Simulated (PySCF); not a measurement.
C4H8OSi, SMILES C=C([SiH3])CC=O.

Coordinates come from a B3LYP-D3(BJ)/def2-SVP optimisation. This is a generated structure with no PubChem entry under its InChIKey; it may be hypothetical. One conformer was computed; it need not be the lowest.

Computed with PySCF with B3LYP/def2-TZVP.

Isolated molecule, no solvent.

```json
{
 "total_energy": "-522.03892 hartree",
 "highest_occupied_level": "-7.13 eV",
 "lowest_empty_level": "-1.31 eV",
 "orbital_gap": "5.82 eV",
 "dipole_moment": "2.40 D",
 "quadrupole, principal values (traceless, Buckingham form, about the centre of nuclear charge)": "-13.17, 4.69, 8.48 D·Å",
 "mean_static_polarisability": "78.0 bohr³ (11.56 Å³)",
 "polarisability_principal_values": "61.7, 83.8, 88.7 bohr³"
}
```
